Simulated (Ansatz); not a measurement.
Mulliken charges of `N=C1BN1` from ωB97M-V/def2-TZVPP in Ansatz (PBE0-D4/def2-TZVP geometry).

| atom | x (Å) | y (Å) | z (Å) | charge (e) |
| --- | --- | --- | --- | --- |
| N1 | -1.388 | 0.621 | -0.862 | -0.287 |
| C2 | -0.494 | 0.218 | -0.078 | 0.138 |
| B3 | 0.265 | -0.123 | 1.184 | -0.083 |
| N4 | 0.787 | -0.362 | -0.073 | -0.122 |
| H5 | -1.125 | 0.499 | -1.841 | 0.101 |
| H6 | 0.515 | -0.233 | 2.334 | 0.106 |
| H7 | 1.501 | -0.688 | -0.709 | 0.147 |

Task: By hand: the dipole of these point charges (1 e Å = 4.8032 D).

Result: Σ q r = (0.374, -0.169, 0.105) e Å, of length 0.424 e Å = 2.04 D.

Task: How does the dipole of the full density compare? (An estimate is asked.)

Result: Ansatz gave: (0.704, -0.319, -0.095) e Å, 3.74 D; the point charges give 0.55 times that, at 21° from its direction.

Point charges leave out the atoms' own dipoles, such as those of lone pairs, and Mulliken's split depends on the basis, so the two needn't agree.
